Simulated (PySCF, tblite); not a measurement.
Isomers of [C7H9NO]+ (charge +1 and doublet state), one GFN2-xTB conformer each. Single-point energies are computed at B3LYP/pcH-1 (PySCF, gas phase, no added dispersion term), electronic only. GFN2-xTB treats the open shell by occupation alone, and not every SCF solution was tested for stability.

Task: Rank them by B3LYP/pcH-1 energy, lowest first (kJ/mol).
A. `[CH3:1][C:2](=[O:3])[C+:4]1[CH:5][CH:6]=[CH:7][N:8]1[CH3:9]` (charge +1 and doublet state) with C1–C2–C4–C5 16°
B. `[CH+:1]=[C:2][C@@H:3]1[CH2:4][CH2:5][NH:6][C:7](=[O:8])[CH2:9]1` (charge +1 and doublet state) with C2–C3–C4–C5 -178°, C3–C4–C5–N6 50°, C4–C5–N6–C7 -22°, C5–N6–C7–O8 -178°

Result: A (0.0), B (160.8).

As drawn, the higher has an N–H bond, which the lower lacks. GFN2-xTB itself gives, in the same order: 0.0, 143.0. Both levels put the same isomer lowest.

Task: What happens when harmonic zero-point energies from GFN2-xTB frequencies are added?

Result: 
| SMILES | ZPE (kJ/mol) | electronic (kJ/mol) | with ZPE (kJ/mol) |
| --- | --- | --- | --- |
| CC(=O)[C+]1[CH]C=CN1C | 371.6 | 0.0 | 0.0 |
| [CH+]=[C][C@@H]1CCNC(=O)C1 | 372.5 | 160.8 | 161.7 |

The zero-point energies span 0.9 kJ/mol. The order is unchanged.
